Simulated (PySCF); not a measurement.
Energy landscape of C2H6Zn, singlet: bend at the central Zn, local threefold symmetry of each CH3 group. Scanned: C-Zn-C angle. Other coordinates (Zn-C length, H-C-Zn angle, C-H length) were minimised at B3LYP/def2-TZVP.

The free coordinates were minimised at B3LYP/def2-TZVP in PySCF; the energy column is wB97X-V/def2-TZVP (PySCF), in kcal/mol.

| a / ° | Zn-C length / Å | H-C-Zn angle / ° | C-H length / Å | E |
|---|---|---|---|---|
| 180 | 1.958 | 111.0 | 1.092 | 0.0 |
| 172.50 | 1.959 | 111.0 | 1.092 | 0.4 |
| 165 | 1.962 | 110.9 | 1.092 | 1.6 |
| 157.50 | 1.967 | 110.9 | 1.092 | 3.5 |
| 150 | 1.974 | 110.8 | 1.092 | 6.1 |
| 142.50 | 1.982 | 110.7 | 1.092 | 9.4 |
| 135 | 1.992 | 110.5 | 1.092 | 13.4 |
| 127.50 | 2.003 | 110.3 | 1.091 | 18.0 |
| 120 | 2.016 | 110.1 | 1.091 | 23.2 |
| 112.50 | 2.031 | 109.9 | 1.091 | 29.0 |
| 105 | 2.048 | 109.6 | 1.091 | 35.7 |
| 97.50 | 2.069 | 109.2 | 1.090 | 43.3 |
| 90 | 2.097 | 108.9 | 1.090 | 52.3 |
